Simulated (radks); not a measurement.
Fractional charge and spin in the 5p shell of thallium: the spin-up occupation runs from 2 to 3 and the spin-down occupation from 2 to 3; the fullest corner is Tl3+, [Kr] 4d10 4f14 5s2 5d10 5p(up 3, down 3). All-electron calculation, scalar-relativistic Kohn-Sham, PBE, spin-polarised, spherical densities, point nucleus. Program: a radial shooting solver on a logarithmic mesh with Libxc functionals. Energy (eV) above the fullest corner. The planes named below are the two flat planes that join the four corners, with an edge along up + down = one added electron.

\begin{tabular}{lrrrrr}
down \ up & 2 & 2.25 & 2.5 & 2.75 & 3 \\ \hline
2 & 246.949 & 211.979 & 178.174 & 145.520 & 114.005 \\
2.25 & 211.979 & 178.236 & 145.644 & 114.190 & 83.859 \\
2.5 & 178.174 & 145.644 & 114.251 & 83.981 & 54.820 \\
2.75 & 145.520 & 114.190 & 83.981 & 54.880 & 26.872 \\
3 & 114.005 & 83.859 & 54.820 & 26.872 & 0.000 \\
\end{tabular}

Corners above the fullest one (they belong to Tl4+ and the next ion): (up 3, down 2) 114.01 eV, (up 2, down 3) 114.01 eV, (up 2, down 2) 246.95 eV. With half an added electron in each spin the energy lies 0.246 eV from the planes, and with half an added electron in spin up alone -2.303 eV. The planes are only a guide here: the flat-plane condition holds for ground states with one frontier orbital, while this shell lies below other occupied shells, so the corners above the fullest one are inner-hole states and not the ground states of those ions.
